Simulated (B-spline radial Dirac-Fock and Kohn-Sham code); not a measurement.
Z = 20 (calcium), transition energy 19.6 keV. Model: a Dirac-Hartree-Slater potential of the neutral atom with a Latter tail (no hole, which puts coefficients of high multipoles low close above an edge), finite nucleus with surface currents. Program: a radial atomic solver. Subshells that would emit electrons below 1 keV are left out.

**Question.** A pure transition shows α(K) = 3.07, L1/L2 = 17.4 and L1/L3 = 9.24. What is its multipolarity?
A. M4
B. M1
C. E2
D. M2
E. E4
F. E3
G. M3
H. E1

**Answer.** H. For comparison, α(K), L1/L2, L1/L3 are E2 128, 2.92, 1.61; E3 4360, 0.636, 0.356; E4 144000, 0.197, 0.111; M1 1.07, 21.8, 48.0; M2 50.5, 11.8, 7.26; M3 1990, 7.32, 1.90; M4 77200, 5.13, 0.874.

Values without a named source are computed, but for edge energies of neutral atoms, which are taken from tables.
